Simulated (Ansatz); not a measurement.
**Relaxing a trial structure of CH2ClGeSi**

The starting geometry of this gas-phase doublet was optimised with GFN2-xTB.

```xyz
6

C     1.3200    0.5591   -0.0107
Cl   -1.7570   -0.8212    0.1452
Ge    1.0171    2.2897   -1.1536
Si   -0.5023    0.6735   -0.4954
H     1.5728    0.6735    1.0403
H     1.9110   -0.2463   -0.4406
```

Problem. Predict what it relaxes into with B3LYP/6-31G*.

Solution. A new bond forms, giving a structure with Cl2 bridging Ge3 and Si4, given below by its coordinates. Distances that change by over a tenth: Cl2–Si4 (2.05 → 2.36 Å), Ge3–Si4 (2.31 → 2.67 Å). Contacts that close: Cl2–Ge3 (4.37 → 2.53 Å).

The energy falls by 0.61 eV over 32 steps:

```json
{"step": "1", "E − E(last) (eV)": "0.611"}
{"step": "4", "E − E(last) (eV)": "0.480"}
{"step": "8", "E − E(last) (eV)": "0.474"}
{"step": "11", "E − E(last) (eV)": "0.473"}
{"step": "15", "E − E(last) (eV)": "0.409"}
{"step": "18", "E − E(last) (eV)": "0.379"}
{"step": "22", "E − E(last) (eV)": "0.357"}
{"step": "25", "E − E(last) (eV)": "0.139"}
{"step": "29", "E − E(last) (eV)": "0.001"}
{"step": "32", "E − E(last) (eV)": "0.000"}
```

Final geometry (Å):

```xyz
6

C     1.2438    0.5187    0.1748
Cl   -1.2742   -0.2911   -1.0617
Ge    0.4115    1.5579   -1.4412
Si   -0.4618    0.6931    0.9257
H     2.0288    1.0916    0.6817
H     1.6136   -0.4418   -0.1939
```

Frequencies at the end are all real (lowest 151 cm⁻¹). Open shells are spin-unrestricted. Run with Ansatz 0.2.0, 2.4 min on 2 threads of Intel(R) Xeon(R) Processor @ 2.70GHz, on a shared host.
